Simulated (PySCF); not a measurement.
## Gas-phase XPS of GePhCl3, computed

GePhCl3, C6H5Cl3Ge.
Bonds: Ge1–C2, Ge1–Cl13, Ge1–Cl14, Ge1–Cl15, C2–C3, C2–C7, C3–C4, C4–C5, C5–C6, C6–C7. Hydrogens: H8 on C3; H9 on C4; H10 on C5; H11 on C6; H12 on C7.

Level of theory: delta-SCF UKS SCAN, pcX-2 on the ionised atom, pcseg-1 elsewhere, spin-free X2C in PySCF 2.14.0. Binding energies are ΔSCF values: E(core-ionised, relaxed orbitals) − E(ground state) at a fixed geometry, referred to the vacuum level.

Problem. Give the core binding energies atom by atom.

Solution. 
```
       atom(s)   bonded to     level  binding energy (eV)  2p1/2 (eV)  above the level's lowest (eV)  count
Cl13/Cl14/Cl15          Ge  Cl 2p3/2               205.84      207.49                           0.00      3
            C2  2 C and Ge      C 1s               290.79           –                           0.00      1
         C4/C6   2 C and H      C 1s               290.80           –                          +0.01      2
            C5   2 C and H      C 1s               290.82           –                          +0.03      1
         C3/C7   2 C and H      C 1s               290.86           –                          +0.07      2
Cl13/Cl14/Cl15          Ge     Cl 1s              2828.44           –                           0.00      3
```

The 4 C 1s values lie within 0.07 eV of each other; Gaussian lines of 0.5 eV full width would blend them into one maximum.

Problem. Give the binding energy of C 1s of C2 in hartree and in kJ/mol.

Solution. 290.79 eV = 10.6863 Eh = 28057 kJ/mol.

Problem. Which effective nuclear charge Zeff reproduces each element's mean 1s value in the hydrogen-like formula E = 13.606 eV × Zeff²?

Solution. C (Z = 6): mean 290.8 eV, Zeff = 4.62, Z − Zeff = 1.38; Cl (Z = 17): mean 2828.4 eV, Zeff = 14.42, Z − Zeff = 2.58. Means run over the listed sites, weighted by atom count.

Topologically equivalent atoms share the value of their first member; where this conformer doesn't relate them by symmetry, their own values could differ. Spin–orbit and ligand-field terms were added within each 2p shell after the spin-free SCF. 2p1/2 minus 2p3/2 (ligand field included): Cl 1.65 eV. No level of germanium is listed. One conformer (not necessarily the lowest) at the PBE0-D3(BJ)/def2-SVP geometry, without solvent, vibrations or thermal averaging.
